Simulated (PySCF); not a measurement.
## Excitation energy of Cl⁺ by level of theory

Cl⁺ [Ne] 3s2 3p4 (3P) → Cl⁺ [Ne] 3s2 3p3 3d1 (5D), as a difference of total energies. Computed with PySCF 2.14 in dyall-av3z (19s12p3d2f, 84 functions), with no relativity, point nucleus. Correlated levels: valence: [Ne] frozen; virtual orbitals above 40 to 60 times the deepest correlated orbital energy dropped. The calculations carry no spin-orbit coupling.

| method | excitation energy (cm⁻¹) | error (cm⁻¹) |
| --- | --- | --- |
| UHF | 109210 | -747 |
| LDA | 114680 | +4721 |
| PBE | 113050 | +3097 |
| PBE0 | 113650 | +3696 |
| r2SCAN | 114000 | +4042 |
| LC-wPBE | 115520 | +5560 |
| MN15 | 116860 | +6907 |
| M06 | 116190 | +6234 |
| BP86 | 114310 | +4350 |
| MP2 (valence) | 114010 | +4053 |
| SCS-MP2 (valence) | 115470 | +5516 |

Reference: 109960 cm⁻¹ (measured; NIST levels, between the centres of gravity of the two terms).

Errors of the correlated levels include the incompleteness of this basis and the frozen core.

The promoted electron is Rydberg-like, and one or two diffuse shells describe it only roughly, which tends to raise the upper state.
